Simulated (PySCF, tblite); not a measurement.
Breaking a bond: SiBr, doublet.

- GFN2-xTB, 300 K electronic temperature (tblite)
- UCCSD(T) = CCSD(T) on UHF/def2-TZVP, 14 core orbitals frozen (PySCF 2.14.0)

Energies relative to the lowest point of each curve near equilibrium, in mEh; the last columns give the difference from UCCSD(T):

| R / Å | GFN2-xTB | UCCSD(T) | GFN2-xTB − UCCSD(T) |
|---|---|---|---|
| 1.77 | 200.3 | 114.2 | 86.1 |
| 1.88 | 88.5 | 55.2 | 33.3 |
| 2.02 | 27.6 | 16.2 | 11.4 |
| 2.10 | 12.5 | 5.7 | 6.8 |
| 2.19 | 4.0 | 0.6 | 3.4 |
| 2.23 | 2.0 | 0.0 | 2.0 |
| 2.27 | 0.8 | 0.2 | 0.5 |
| 2.34 | 0.0 | 2.3 | -2.3 |
| 2.47 | 1.6 | 9.9 | -8.3 |
| 2.60 | 5.7 | 20.5 | -14.8 |
| 2.79 | 14.5 | 38.2 | -23.7 |
| 3.03 | 28.0 | 61.0 | -33.0 |

GFN2-xTB is furthest from UCCSD(T) at 1.77 (86.1 mEh, above); its mean absolute difference over the points is 18.8 mEh.

The scan ran from 1.77 to 9.00 Å; beyond the distances shown one of the unrestricted levels run for this scan, shown here or not, changes its spin distribution in one step.
